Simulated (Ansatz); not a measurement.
Computed with Ansatz on PBE0-D4/def2-TZVP structures; ΔE is electronic, products minus reactants. CCSD(T)/CBS adds triple-zeta CCSD(T) − MP2 to the extrapolated MP2 energy (def2 sets, frozen cores). This one scheme is used for every species. One conformer a species, not always the lowest.

Consider the hydrogenolysis of a C–C bond: `C=C[C](=C)[AlH2]` + H₂ → `C=[CH][AlH2]` + `C=C`.

`C=C[C](=C)[AlH2]`:

Z-matrix (Å, degrees):
```
C
C 1 1.333
H 1 1.086 2 121.7
H 1 1.083 2 121.4 3 180.0
C 2 1.460 1 125.2 3 -0.0
H 2 1.092 1 118.6 3 -180.0
Al 5 1.952 2 125.8 1 0.2
C 5 1.344 2 119.4 1 -179.9
H 7 1.588 5 123.6 2 0.1
H 7 1.587 5 115.8 2 -179.9
H 8 1.086 5 122.2 2 180.0
H 8 1.091 5 122.0 2 0.0
```

H₂:

Cartesian coordinates in Å:
```
H -0.338 0.029 0.155
H 0.338 -0.029 -0.155
```

`C=[CH][AlH2]`:

Z-matrix (Å, degrees):
```
C
C 1 1.337
H 1 1.089 2 123.0
H 1 1.089 2 121.7 3 180.0
Al 2 1.938 1 119.6 3 -180.0
H 2 1.090 1 116.7 3 -0.0
H 5 1.588 2 122.1 1 179.9
H 5 1.588 2 116.8 1 -0.1
```

`C=C`:

```xyz
6

C     0.565    0.329    0.099
C    -0.565   -0.329   -0.099
H     0.923    1.072   -0.606
H     1.182    0.152    0.974
H    -0.923   -1.072    0.606
H    -1.182   -0.152   -0.974
```

```csv
species,CCSD(T)/CBS(def2) energy (Eh)
`C=C[C](=C)[AlH2]`,-398.37849
H₂,-1.17544
`C=[CH][AlH2]`,-321.08307
`C=C`,-78.48111
```

(1) Work out ΔE.

Largest T1 diagnostic among the species: 0.012.

Results:

(1) ΔE = (-321.08307) + (-78.48111) − (-398.37849) − (-1.17544) = -0.01025 Eh = -26.9 kJ/mol.

The D4 term adds +13.4 kJ/mol with B3LYP and +7.4 kJ/mol with PBE0; it sums over pairs of atoms, weighted by their polarisabilities, and B3LYP, whose exchange is more repulsive, gets the larger term. From PBE to PBE0 (25 % exact exchange), in def2-TZVPP and without D4, ΔE moves by −5.0 kJ/mol. In def2-TZVPP, CCSD(T) changes the Hartree–Fock value by +29.1 kJ/mol (the triples alone add +7.5 kJ/mol) and MP2 by +38.6 kJ/mol.

B3LYP here is the variant with VWN-RPA as its local correlation; programs differ in this.
